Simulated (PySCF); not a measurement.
All of these have the formula C4H9ClOSi. Computed, not measured: PySCF 2.14.0, density-fitted response routines, TDDFT wB97X-D/def2-SVPD, vertical, gas phase, core orbitals frozen in the response. Geometries: GFN2-xTB; one conformer of each isolated species. Triplets are in the Tamm–Dancoff approximation.

A. `Cl[C@H]1COCC[SiH2]1`
B. `CO[C@@H]1C[C@H]1[SiH2]Cl`
C. `C=CC[Si@@H](O)CCl`
D. `CO[Si@@H](Cl)C1CC1`

Lowest singlet levels (six at most, fewer where fewer were computed) with oscillator strengths:

1. 7.30 eV (f 0.020); 7.59 eV (f 0.014); 7.75 eV (f 0.041); 7.93 eV (f 0.004); 7.99 eV (f 0.019); 8.04 eV (f 0.007); T1 7.10 eV
2. 6.60 eV (f 0.113); 6.93 eV (f 0.177); 7.15 eV (f 0.042); 7.32 eV (f 0.007); 7.61 eV (f 0.086); 7.69 eV (f 0.005); T1 4.48 eV
3. 7.69 eV (f 0.018); 8.09 eV (f 0.000); 8.16 eV (f 0.010); 8.23 eV (f 0.011); 8.45 eV (f 0.012); 8.62 eV (f 0.019); T1 7.38 eV
4. 6.80 eV (f 0.009); 7.26 eV (f 0.009); 7.58 eV (f 0.003); 7.63 eV (f 0.010); 7.90 eV (f 0.002); 8.00 eV (f 0.033); T1 6.20 eV

Task: Match each spectrum to its molecule.

Result: 1 = B, 2 = C, 3 = D, 4 = A.
- A: S1 at 6.80 eV, HOMO→LUMO (48%), HOMO-1→LUMO (10%), HOMO→LUMO+2 (9%); Löwdin shares by element: HOMO oxygen 30%, chlorine 23%, carbon 22% or more (atoms not listed hold the other 25%); LUMO chlorine 20%, silicon 19%, carbon 18% or more (atoms not listed hold the other 43%); HOMO -9.51 and LUMO 1.89 eV.
- B: S1 at 7.30 eV, HOMO→LUMO (75%), HOMO-1→LUMO (13%); Löwdin shares by element: HOMO oxygen 43%, carbon 37% or more (atoms not listed hold the other 20%); LUMO chlorine 28%, silicon 27%, hydrogen 19% or more (atoms not listed hold the other 25%); HOMO -9.33 and LUMO 1.84 eV.
- C: S1 at 6.60 eV, HOMO→LUMO (66%), HOMO-1→LUMO (12%); Löwdin shares by element: HOMO carbon 72% or more, silicon 8% (atoms not listed hold the other 21%); LUMO carbon 26% or more, chlorine 21%, silicon 11% (atoms not listed hold the other 42%); HOMO -9.11 and LUMO 1.57 eV.
- D: S1 at 7.69 eV, HOMO→LUMO+1 (79%); Löwdin shares by element: HOMO carbon 29% or more, oxygen 17%, silicon 13% (atoms not listed hold the other 41%); LUMO (one of a set within 0.03 eV) chlorine 25%, silicon 24%, carbon 18% or more, oxygen 6% (atoms not listed hold the other 26%); HOMO -10.08 and LUMO 2.20 eV.
